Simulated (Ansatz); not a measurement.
Relaxation of Cl2FGeH5Si (10 atoms, charge 0, multiplicity 1), to a largest force component of 0.03 eV/Å in at most 50 steps.

These are results of Ansatz, RHF/def2-SVP, not measurements.

```xyz
10
Properties=species:S:1:pos:R:3:forces:R:3
Ge 0.181 -0.547 -0.418 -0.34 0.56 -0.64
F 0.239 0.068 2.401 0.29 -0.06 0.25
Cl 1.648 1.032 -0.699 -0.01 -0.01 0.01
H -1.120 0.098 0.017 0.00 0.00 0.01
Cl -0.214 -1.383 -2.392 0.00 0.00 0.00
Si 1.177 -2.240 0.849 0.36 -0.81 0.25
H 0.146 -2.972 1.617 0.01 0.00 0.00
H 1.909 -3.160 -0.045 -0.01 -0.01 0.00
H 2.149 -1.636 1.794 0.00 -0.01 0.00
H 1.070 -0.237 2.611 -0.30 0.34 0.12
```

Q: Where does it end, and by what steps?

A: The forces met the threshold. The force dipped under the threshold on the way, but the program's further checks kept it going. After 35 steps the energy has fallen by 0.243 eV; H10 moved furthest, 1.00 Å.

```
step  energy less start (eV)  largest force component (eV/Å)  accepted
   0                  0.0000                           0.814       yes
   2                 -0.1051                           1.769       yes
   4                 -0.1579                           0.217       yes
   6                 -0.1600                           0.157       yes
   8                 -0.1772                           0.117       yes
  10                 -0.1849                           0.281       yes
  12                 -0.1960                           0.206       yes
  14                 -0.2021                           0.454       yes
  16                 -0.2008                           1.060        no
  18                 -0.2241                           0.243       yes
  20                 -0.2202                           0.738        no
  22                 -0.2325                           0.127       yes
  24                 -0.2353                           0.068       yes
  26                 -0.2374                           0.265       yes
  28                 -0.2401                           0.118        no
  30                 -0.2421                           0.013       yes
  32                 -0.2425                           0.046       yes
  34                 -0.2426                           0.048       yes
  35                 -0.2426                           0.011       yes
```

```xyz
10
Properties=species:S:1:pos:R:3
Ge 0.167 -0.649 -0.412
F 0.463 -0.001 2.700
Cl 1.322 1.189 -0.061
H -1.281 -0.274 -0.129
Cl 0.299 -1.011 -2.547
Si 1.184 -2.469 0.801
H 0.267 -2.904 1.873
H 1.403 -3.570 -0.162
H 2.472 -1.994 1.343
H 0.890 0.707 2.329
```

Whether the end is a true minimum wasn't checked by a vibrational analysis.

Run time: 100 s on 2 threads of Arm Neoverse V1, with other jobs on the host, peak memory 0.33 GiB.
